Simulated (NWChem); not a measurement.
System: PH, triplet; SMILES [PH]

Input file for NWChem:

```
start job
memory heap 200 mb stack 900 mb global 1100 mb
geometry units angstroms
  P      0.000000     0.000000    -0.106552
  H      0.000000     0.000000     1.330555
end
basis spherical
  P library aug-cc-pvdz
  H library aug-cc-pvdz
end
dft
  odft
  mult 3
  xc b3lyp
  iterations 150
end
driver
  maxiter 120
end
task dft optimize
task dft freq
```

Output (shortened):

```
             Northwest Computational Chemistry Package (NWChem) 7.3.0
             --------------------------------------------------------

 ORDER OF PRIMARY AXIS IS BEING SET TO 4
 C4V symmetry detected

                             Geometry "geometry" -> ""
                             -------------------------

 Output coordinates in angstroms (scale by  1.889725989 to convert to a.u.)

  No.       Tag          Charge          X              Y              Z
 ---- ---------------- ---------- -------------- -------------- --------------
    1 P                   15.0000     0.00000000     0.00000000    -0.08981919
    2 H                    1.0000     0.00000000     0.00000000     1.34728781

 Effective nuclear repulsion energy (a.u.)       5.5233595933

      Symmetry information
      --------------------

 Group name             C4v
 Group number             18
 Group order               8
 No. of unique centers     2

                                Z-matrix (autoz)
                                --------

 Units are Angstrom for bonds and degrees for angles

      Type          Name      I     J     K     L     M      Value
      ----------- --------  ----- ----- ----- ----- ----- ----------
    1 Stretch                  1     2                       1.43711

                           NWChem Geometry Optimization
                           ----------------------------

 maximum gradient threshold         (gmax) =   0.000450
 rms gradient threshold             (grms) =   0.000300
 maximum cartesian step threshold   (xmax) =   0.001800
 rms cartesian step threshold       (xrms) =   0.001200
 fixed trust radius                (trust) =   0.300000
 source of zmatrix                         =   autoz

          -------------------
          Energy Minimization
          -------------------

 Using diagonal initial Hessian
 Scaling for Hessian diagonals: bonds = 1.00  angles = 0.25  torsions = 0.10

          --------
          Step   0

                                 NWChem DFT Module
                                 -----------------

 Summary of "ao basis" -> "ao basis" (spherical)
 ------------------------------------------------------------------------------
       Tag                 Description            Shells   Functions and Types
 ---------------- ------------------------------  ------  ---------------------
 P                        aug-cc-pvdz               11       27   5s4p2d
 H                        aug-cc-pvdz                5        9   3s2p

      Symmetry analysis of basis
      --------------------------

        a1         16
        a2          0
        b1          2
        b2          2
        e          16

            General Information
            -------------------
          SCF calculation type: DFT
          Wavefunction type:  spin polarized.
          No. of atoms     :     2
          No. of electrons :    16
           Alpha electrons :     9
            Beta electrons :     7
          Charge           :     0
          Spin multiplicity:     3
          Use of symmetry is: on ; symmetry adaption is: on
          Maximum number of iterations: 150
          AO basis - number of functions:    36
                     number of shells:    16
          Convergence on energy requested:  1.00D-06
          Convergence on density requested:  1.00D-05
          Convergence on gradient requested:  5.00D-04

              XC Information
              --------------
                         B3LYP Method XC Potential
                     Hartree-Fock (Exact) Exchange  0.200
                        Slater Exchange Functional  0.800 local
                    Becke 1988 Exchange Functional  0.720 non-local
              Lee-Yang-Parr Correlation Functional  0.810
                  VWN I RPA Correlation Functional  0.190 local

             Grid Information
             ----------------
          Grid used for XC integration:  medium
          Radial quadrature: Mura-Knowles
          Angular quadrature: Lebedev.
          Tag              B.-S. Rad. Rad. Pts. Rad. Cut. Ang. Pts.
          ---              ---------- --------- --------- ---------
          P                   1.00       88          11.0       590
          H                   0.35       45          11.0       434
          Grid pruning is: on
          Number of quadrature shells:   133
          Spatial weights used:  Erf1

      Superposition of Atomic Density Guess
      -------------------------------------

 Sum of atomic energies:        -341.15095858

      Non-variational initial energy
      ------------------------------

 Total energy =    -341.007936
 1-e energy   =    -482.624023
 2-e energy   =     136.092727
 HOMO         =      -0.182963
 LUMO         =      -0.182963

 !!!!!!!!!!!!!!!!!!!!!!!!!!!!!!!!!!!!!!!!!!!!!!!!!!!!!!!!!!!!!!!!!!!!!!
 Warning - the HOMO and LUMO are degenerate and you are using symmetry.
 This can lead to non-variational energies and poor convergence.
 Modify the initial guess, or use an open-shell wavefunction, or turn
 off symmetry.
 !!!!!!!!!!!!!!!!!!!!!!!!!!!!!!!!!!!!!!!!!!!!!!!!!!!!!!!!!!!!!!!!!!!!!!

   Symmetry analysis of molecular orbitals - initial alpha
   -------------------------------------------------------

 !! scf_movecs_sym_adapt:    4 vectors were symmetry contaminated

  Symmetry fudging

 !! scf_movecs_sym_adapt:    4 vectors were symmetry contaminated

  Numbering of irreducible representations:

     1 a1          2 a2          3 b1          4 b2          5 e

  Orbital symmetries:

     1 a1          2 a1          3 a1          4 e           5 e
     6 a1          7 a1          8 e           9 e          10 a1
    11 a1         12 e          13 e          14 a1         15 a1
    16 e          17 e          18 b1         19 b2

   Symmetry analysis of molecular orbitals - initial beta
   ------------------------------------------------------

 !! scf_movecs_sym_adapt:    4 vectors were symmetry contaminated

  Symmetry fudging

 !! scf_movecs_sym_adapt:    4 vectors were symmetry contaminated

  Numbering of irreducible representations:

     1 a1          2 a2          3 b1          4 b2          5 e

  Orbital symmetries:

     1 a1          2 a1          3 a1          4 e           5 e
     6 a1          7 a1          8 e           9 e          10 a1
    11 a1         12 e          13 e          14 a1         15 a1
    16 e          17 e          18 b1         19 b2

   convergence    iter        energy       DeltaE   RMS-Dens  Diis-err
 ---------------- ----- ----------------- --------- --------- ---------
 d= 0,ls=0.0,diis     1   -341.8826544232 -3.47D+02  7.70D-03  2.83D-02
                                                     3.98D-03  1.67D-02
 d= 0,ls=0.0,diis     2   -341.8965878604 -1.39D-02  2.12D-03  3.20D-03
                                                     2.03D-03  3.03D-03
 d= 0,ls=0.0,diis     3   -341.8991068486 -2.52D-03  5.70D-04  3.10D-04
                                                     2.72D-04  1.33D-04
 d= 0,ls=0.0,diis     4   -341.8992670141 -1.60D-04  6.73D-05  3.84D-06
                                                     1.53D-04  5.80D-06
 d= 0,ls=0.0,diis     5   -341.8992713319 -4.32D-06  4.91D-05  1.80D-06
                                                     2.56D-05  1.07D-06
  Resetting Diis
 d= 0,ls=0.0,diis     6   -341.8992728101 -1.48D-06  4.52D-06  1.95D-08
                                                     3.96D-06  9.43D-09
 d= 0,ls=0.0,diis     7   -341.8992728275 -1.74D-08  5.63D-07  2.00D-10
                                                     9.29D-07  4.82D-10

         Total DFT energy =     -341.899272827496
      One electron energy =     -483.111562416440
           Coulomb energy =      159.252269398218
    Exchange-Corr. energy =      -23.563339402537
 Nuclear repulsion energy =        5.523359593263

 Numeric. integr. density =       16.000008004511

                  Occupations of the irreducible representations
                  ----------------------------------------------

                     irrep           alpha         beta
                     --------     --------     --------
                     a1                5.0          5.0
                     a2                0.0          0.0
                     b1                0.0          0.0
                     b2                0.0          0.0
                     e                 4.0          2.0

                    DFT Final Alpha Molecular Orbital Analysis
                    ------------------------------------------

 Vector    7  Occ=1.000000D+00  E=-3.506974D-01  Symmetry=a1
              MO Center= -8.1D-16, -4.8D-16,  1.9D-01, r^2= 1.9D+00
   Bfn.  Coefficient  Atom+Function         Bfn.  Coefficient  Atom+Function
  ----- ------------  ---------------      ----- ------------  ---------------
    11      0.395400  1 P  pz                28      0.356781  2 H  s
    14      0.318394  1 P  pz                 4     -0.235621  1 P  s
     3     -0.218247  1 P  s                 29      0.101279  2 H  s
    20      0.073326  1 P  d  0              25      0.035087  1 P  d  0
    36      0.027299  2 H  pz

 Vector    8  Occ=1.000000D+00  E=-2.583345D-01  Symmetry=e
              MO Center= -2.0D-16, -2.0D-17, -4.3D-02, r^2= 1.8D+00
   Bfn.  Coefficient  Atom+Function         Bfn.  Coefficient  Atom+Function
  ----- ------------  ---------------      ----- ------------  ---------------
     9      0.516803  1 P  px                12      0.492343  1 P  px
    10     -0.179013  1 P  py                13     -0.170541  1 P  py
    15      0.054716  1 P  px

 Vector    9  Occ=1.000000D+00  E=-2.583345D-01  Symmetry=e
              MO Center= -6.3D-16,  6.4D-17, -4.3D-02, r^2= 1.8D+00
   Bfn.  Coefficient  Atom+Function         Bfn.  Coefficient  Atom+Function
  ----- ------------  ---------------      ----- ------------  ---------------
    10      0.516803  1 P  py                13      0.492343  1 P  py
     9      0.179013  1 P  px                12      0.170541  1 P  px
    16      0.054716  1 P  py

[...]

      ----------------------
      Optimization converged
      ----------------------

  Step       Energy      Delta E   Gmax     Grms     Xrms     Xmax
  ---- ---------------- -------- -------- -------- -------- --------
@    2    -341.89928946 -1.1D-08  0.00000  0.00000  0.00005  0.00008
                                     ok       ok       ok       ok

                                Z-matrix (autoz)
                                --------

 Units are Angstrom for bonds and degrees for angles

      Type          Name      I     J     K     L     M      Value     Gradient
      ----------- --------  ----- ----- ----- ----- ----- ---------- ----------
    1 Stretch                  1     2                       1.44387   -0.00000

                         Geometry "geometry" -> "geometry"
                         ---------------------------------

 Output coordinates in angstroms (scale by  1.889725989 to convert to a.u.)

  No.       Tag          Charge          X              Y              Z
 ---- ---------------- ---------- -------------- -------------- --------------
    1 P                   15.0000     0.00000000     0.00000000    -0.09319926
    2 H                    1.0000     0.00000000     0.00000000     1.35066788

 Effective nuclear repulsion energy (a.u.)       5.4974994017

      Symmetry information
      --------------------

 Group name             C4v
 Group number             18
 Group order               8
 No. of unique centers     2

                Final and change from initial internal coordinates
                --------------------------------------------------

                                Z-matrix (autoz)
                                --------

 Units are Angstrom for bonds and degrees for angles

      Type          Name      I     J     K     L     M      Value       Change
      ----------- --------  ----- ----- ----- ----- ----- ---------- ----------
    1 Stretch                  1     2                       1.44387    0.00676

 ==============================================================================
                                internuclear distances
 ------------------------------------------------------------------------------
       center one      |      center two      | atomic units |  angstroms
 ------------------------------------------------------------------------------
    2 H                |   1 P                |     2.72851  |     1.44387
 ------------------------------------------------------------------------------
                         number of included internuclear distances:          1
 ==============================================================================

[second-derivative integrals and response iterations left out]

  Vibrational analysis via the FX method

  See chapter 2 in "Molecular Vibrations" by Wilson, Decius and Cross

  Vib: Default input used

 ---------------------------- Atom information ----------------------------
     atom    #        X              Y              Z            mass
 --------------------------------------------------------------------------
    P        1  0.0000000D+00  0.0000000D+00 -1.7612106D-01  3.0973760D+01
    H        2  0.0000000D+00  0.0000000D+00  2.5523922D+00  1.0078250D+00
 --------------------------------------------------------------------------

[unprojected Hessian and modes left out]

        Vibrational analysis via the FX method
  --- with translations and rotations projected out ---
  --- via the Eckart algorithm                      ---
 Dependent rotation vector no.                    3
  found in ECKART; assuming linear geometry
 Projected Nuclear Hessian trans-rot subspace norm:4.8148D-33
                         (should be close to zero!)

[projected Hessian left out]

 Rotational Constants
 --------------------
 A=   0.000000 cm-1  (  0.000000 K)
 B=   8.284505 cm-1  ( 11.919288 K)
 C=   8.284505 cm-1  ( 11.919288 K)

 Temperature                      =   298.15K
 frequency scaling parameter      =   1.0000

 Linear Molecule

 Zero-Point correction to Energy  =    3.328 kcal/mol  (  0.005303 au)
 Thermal correction to Energy     =    4.808 kcal/mol  (  0.007662 au)
 Thermal correction to Enthalpy   =    5.400 kcal/mol  (  0.008606 au)

 Total Entropy                    =   44.685 cal/mol-K
   - Translational                =   36.304 cal/mol-K (mol. weight =  31.9816)
   - Rotational                   =    8.381 cal/mol-K (symmetry #  =        1)
   - Vibrational                  =    0.000 cal/mol-K

 Cv (constant volume heat capacity) =    4.969 cal/mol-K
   - Translational                  =    2.979 cal/mol-K
   - Rotational                     =    1.986 cal/mol-K
   - Vibrational                    =    0.003 cal/mol-K

[normal modes left out]

 ----------------------------------------------------------------------------
 Normal Eigenvalue ||           Projected Infra Red Intensities
  Mode   [cm**-1]  || [atomic units] [(debye/angs)**2] [(KM/mol)] [arbitrary]
 ------ ---------- || -------------- ----------------- ---------- -----------
    1       -0.000 ||    0.000000           0.000         0.000       0.000
    2        0.000 ||    0.000121           0.003         0.118       0.082
    3        0.000 ||    0.000121           0.003         0.118       0.082
    4        0.000 ||    0.003726           0.086         3.633       2.516
    5        0.000 ||    0.003726           0.086         3.633       2.516
    6     2328.762 ||    0.081165           1.873        79.124      54.804
 ----------------------------------------------------------------------------
```

Level: B3LYP/aug-cc-pVDZ, spin-unrestricted. No stability test was run on the SCF state. B3LYP is NWChem's, with the RPA form of VWN correlation.
